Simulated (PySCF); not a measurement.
C₈H₁₂GaN.
Geometry (PBE0-D3(BJ)/def2-SVP, Å), atoms numbered from 1 in this order:
```
atom  x, y, z in Å
C1     3.8055    0.6011   -0.0784
C2     3.7592   -0.8157   -0.2354
C3     2.4332   -1.1774   -0.2247
N4     1.6562   -0.0469   -0.0684
Ga5   -0.2039    0.0064    0.0039
C6    -1.5518   -1.4300   -0.0895
C7    -2.8177   -0.5817   -0.2965
C8    -2.7520    0.7405    0.4932
C9    -1.4579    1.5167    0.1959
C10    2.5059    1.0376    0.0193
H11    4.6960    1.2265   -0.0426
H12    4.6069   -1.4903   -0.3436
H13    1.9743   -2.1608   -0.3172
H14   -1.5848   -1.9606    0.8787
H15   -1.4056   -2.1922   -0.8681
H16   -2.9210   -0.3408   -1.3703
H17   -3.7310   -1.1358   -0.0214
H18   -2.7924    0.5032    1.5720
H19   -3.6496    1.3459    0.2825
H20   -1.5303    2.0530   -0.7671
H21   -1.2124    2.2657    0.9623
H22    2.1126    2.0452    0.1474
```

Level of theory: TDDFT PBE0/def2-SVPD, vertical, gas phase, core orbitals frozen in the response (PySCF 2.14.0, density-fitted response routines). The PBE0/def2-SVPD calculation is non-relativistic and has no spin–orbit coupling, an omission that weighs most on gallium.

Computed states:

```csv
state,E (eV),f
S1,4.19,0.0002
S2,4.93,0.0000
S3,4.96,0.0001
S4,5.23,0.189
S5,5.87,0.0007
S6,6.05,0.027
S7,6.17,0.015
S8,6.18,0.0019
S9,6.43,0.123
S10,6.50,0.0000
```

Broadening: Gaussians 0.5 eV wide at half height, area fixed by f = 4.319×10⁻⁹ ∫ε dν̃. The width is an assumption, not a result. The curve ends short of the highest state used, and states not computed would add to its high-energy end.

**Question.** Give the broadened spectrum and its maxima.

**Answer.** 
λ (nm), ε (L mol⁻¹ cm⁻¹) and a bar:
```
    210.2       1949 ######
    213.0       1413 ####
    215.7       1250 ####
    218.4       1530 #####
    221.1       2328 #######
    223.9       3699 ###########
    226.6       5415 ################
    229.3       7248 #####################
    232.0       8851 ##########################
    234.7       9896 #############################
    237.5      10176 ##############################
    240.2       9658 ############################
    242.9       8524 #########################
    245.6       7030 #####################
    248.4       5384 ################
    251.1       3920 ############
    253.8       2702 ########
    256.5       1769 #####
    259.3       1084 ###
    262.0        646 ##
    264.7        370 #
    267.4        204 #
    270.2        107 
    272.9         56 
    275.6         30 
    278.3         17 
    281.1         11 
    283.8          9 
    286.5          9 
    289.2          9 
    292.0          9 
    294.7          9 
    297.4          9 
    300.1          9 
    302.8          8 
    305.6          7 
    308.3          7 
    311.0          6 
    313.7          5 
    316.5          4 
    319.2          3 
    321.9          3 
    324.6          2 
    327.4          1 
    330.1          1 
    332.8          1 
    335.5          1 
    338.3          0 
    341.0          0 
    343.7          0 
    346.4          0 
    349.2          0 
    351.9          0 
    354.6          0 
    357.3          0 
    360.1          0
```

Maxima: 295 nm (4.20 eV), ε about 9.2, made up of S1 (99%); 237 nm (5.23 eV), ε about 10000, made up of S4 (100%) (ε in L mol⁻¹ cm⁻¹; maxima over ε = 5, shares over 10%). At its high-energy end, 5.90 eV, the curve is still rising (ε about 2000, from S6, S7 and S9).

**Question.** What would ε be at 5.23 eV, the highest of these maxima, with half the width (0.25 eV)?

**Answer.** About 20400 L mol⁻¹ cm⁻¹ against 10200, a factor of about 2.00; a lone state at its own centre would give exactly 2.

**Question.** Coming from long wavelengths, where does ε first pass 100 L mol⁻¹ cm⁻¹?

**Answer.** At about 270 nm (4.58 eV), 0.39 eV above S1.

**Question.** On this curve, what absorbance would a 10⁻⁴ mol/L sample give at 254 nm over a 1 cm path?

**Answer.** 254 nm is 4.881 eV, where ε is about 2600 L mol⁻¹ cm⁻¹, so A = ε c l ≈ 0.26 (Beer–Lambert, with the gas-phase spectrum and the assumed width).

The vertical ionisation energy (ΔSCF) is 7.88 eV, 1.38 eV above S10.

One conformer stands for the species.
